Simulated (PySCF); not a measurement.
**Assignment exercise: C5H9NOSi**

Numbering as in the mapped SMILES `[CH2:1]=[C:2]1[CH2:3][NH:4][Si@H:5]1[C:6]([CH3:7])=[O:8]`. Hydrogens are named by the atom that carries them. Ha(C1) is cis to C3; Ha(C3) is cis to C6 on the ring; Hb(C1) is trans to C3; Hb(C3) is trans to C6 on the ring.

- NMR shieldings at PBE0/pcSseg-1/GIAO
- GFN2-xTB structure
- code: PySCF 2.14
- rapidly exchanging positions averaged, in vacuum, single conformer, relativity neglected

Shifts are taken against calculated references (same method and geometry level): TMS for ¹³C (σref 186.93), ¹H (σref 31.72).

**Question.** Assign these signals to the numbered atoms. ¹³C{¹H} NMR (computed): δ 245.4, 160.6, 130.0, 60.2, 39.3.

**Answer.** 
245.4 → C6, carbonyl carbon
160.6 → C2, fully substituted alkene carbon: the olefinic region
130.0 → C1, terminal =CH2 carbon: an sp2 carbon of a C=C bond
60.2 → C3, allylic sp3 CH2 bonded to N: the inductive effect lowers its shielding
39.3 → C7, methyl carbon α to a carbonyl: α to the electron-withdrawing carbonyl group

**Question.** Assign these signals to the numbered atoms. ¹H NMR (600 MHz, computed): δ 5.96 (br s, 1H), 5.78 (br s, 1H), 5.31 (s, 1H), 4.74 (m, 1H), 4.58 (m, 1H), 2.71 (s, 3H), 0.74 (br s, 1H).

**Answer.** 
5.96 → Ha(C1), hydrogen on a terminal =CH2 carbon: attached to an sp2 carbon and in the plane of the double bond
5.78 → Hb(C1), hydrogen on a terminal =CH2 carbon
5.31 → H(Si5), hydrogen on a silicon bonded to 2 C, N, in a 4-membered ring
4.74 → Hb(C3), hydrogen on an allylic sp3 CH2 bonded to N: its carbon carries N, which withdraws density
4.58 → Ha(C3), hydrogen on an allylic sp3 CH2 bonded to N
2.71 → H(C7), hydrogen on a methyl carbon α to a carbonyl: α to C=O
0.74 → H(N4), hydrogen on a nitrogen bonded to C, Si, in a 4-membered ring: exchangeable, gas-phase position

OH/NH shifts are gas-phase values; hydrogen bonding in solution moves them, usually downfield. Shifts are as computed. Against solution values, carbons near 30 ppm lie about +3 ppm off and those near 130 ppm about +5 ppm. Of 1309 compounds with measured shifts, 239 miss one by over three times the rms of a fit or turn the order of signals round; such compounds aren't used in these exercises. Multiplicities follow the n + 1 count of equivalent neighbours, as no J values were calculated; m marks all less simple cases, F and P coupling included.
